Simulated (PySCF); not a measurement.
## Excitation energy of P⁺ by level of theory

P⁺ [Ne] 3s2 3p2 (3P) → P⁺ [Ne] 3s1 3p2 3d1 (high-spin determinant), as a difference of total energies. All numbers are calculated (PySCF 2.14, the non-relativistic Hamiltonian (point nucleus), in dyall-av3z (19s12p3d2f, 84 functions)). Correlated levels: valence: [Ne] frozen; virtual orbitals above 40 to 60 times the deepest correlated orbital energy dropped. The calculations carry no spin-orbit coupling.

```tsv
method	excitation energy (cm⁻¹)
UHF	132930
MP2 (valence)	141710
SCS-MP2 (valence)	145900
CCSD (valence)	140360
CCSD(T) (valence)	139600
```

A first-order spin-orbit estimate (lowest level to lowest level, LS coupling) adds 0.008 eV.

The promoted electron is Rydberg-like, and one or two diffuse shells describe it only roughly, which tends to raise the upper state.

The coupled-cluster amplitudes are large for the upper state (T1 above 0.03 or a double amplitude above 0.15), so a single reference is strained.

The determinant of the upper state mixes LS terms, which raises its energy above the lowest term, most at the Hartree-Fock and MP2 levels.
